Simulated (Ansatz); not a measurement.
`C1[SiH2][AlH][SiH2]1` and `B1[SiH2]C[SiH2]1` differ in one element.

Ansatz, PBE0-D4/def2-TZVP geometries, multiplicity 1. 

```
                                          property  `C1[SiH2][AlH][SiH2]1`
              HOMO–LUMO gap (PBE0/def2-TZVPP) / eV                    4.12
                 HOMO energy (PBE/def2-TZVPP) / eV                   -5.54
               HOMO–LUMO gap (PBE/def2-TZVPP) / eV                    2.44
    zero-point energy (PBE0-D4/def2-TZVP) / kJ/mol                   175.6
                LUMO energy (PBE0/def2-TZVPP) / eV                   -2.36
size of the dipole moment (ωB97M-V/def2-TZVPP) / D                    0.79
```

Problem. What does the change do to each property? (Estimate.)

Solution. Computed: 
```csv
property,`B1[SiH2]C[SiH2]1`,shift
HOMO–LUMO gap (PBE0/def2-TZVPP) / eV,4.29,0.17
HOMO energy (PBE/def2-TZVPP) / eV,-6.02,-0.48
HOMO–LUMO gap (PBE/def2-TZVPP) / eV,2.26,-0.18
zero-point energy (PBE0-D4/def2-TZVP) / kJ/mol,187.7,12.1
LUMO energy (PBE0/def2-TZVPP) / eV,-2.81,-0.45
size of the dipole moment (ωB97M-V/def2-TZVPP) / D,0.50,-0.29
```

With PBE0 the HOMO falls by 0.62 eV and the LUMO falls by 0.45 eV, so the gap widens by about 0.17 eV. PBE moves the HOMO by -0.48 eV and ωB97M-V by -0.79 eV. Dipoles are sizes alone; their direction can turn.
